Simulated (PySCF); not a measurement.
C4H7Cl, SMILES CC1(Cl)CC1. Geometry: PBE-D3(BJ)/def2-SVP.

Problem. Give the equilibrium geometry at PBE-D3(BJ)/def2-SVP (PySCF confirms it by a frequency run) as Cartesian coordinates in Å, and its point group. (An estimate is asked for; the answer gives what the named calculation found.)

Solution. point group Cs.
```xyz
12

C      1.6583    -0.4971     0.0000
C      0.1685    -0.2551     0.0000
Cl    -0.2303     1.4968     0.0000
C     -0.7717    -1.1544    -0.7591
C     -0.7717    -1.1544     0.7591
H      2.1302    -0.0516    -0.8986
H      1.8674    -1.5860     0.0000
H      2.1302    -0.0516     0.8986
H     -1.6243    -0.6821    -1.2694
H     -0.3323    -2.0126    -1.2931
H     -1.6243    -0.6821     1.2694
H     -0.3323    -2.0126     1.2931
```
